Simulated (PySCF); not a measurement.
Si(SiH3)2 (H6Si3), SMILES [SiH3][Si][SiH3] (connectivity only; charge and spin as stated), neutral, multiplicity 1. The structure is a stationary point at B3LYP-D3(BJ)/def2-SVP.

All values below come from B3LYP-D3(BJ)/def2-SVP in PySCF.

Harmonic wavenumbers (cm⁻¹): 101, 113, 150, 293, 333, 417, 418, 490, 563, 845, 874, 909, 920, 952, 955, 2154, 2155, 2187, 2191, 2205, 2208. Rotational constants (GHz): 7.517, 2.572, 2.005; symmetry number 2.

Q: Work out the zero-point energy and the ideal-gas rigid-rotor harmonic-oscillator thermochemistry at 298.15 K and 1 atm.

A: ZPE = ½ Σ hcν = ½ × 21433 cm⁻¹ = 30.64 kcal/mol. H − E(el) = 35.65 kcal/mol. Entropy in cal/(mol K): translation 39.41, rotation 25.14, vibration 15.86, total 80.41. G − E(el) = 11.68 kcal/mol. Cp = 25.26 cal/(mol K). Modes under 150 cm⁻¹ make the vibrational entropy uncertain.
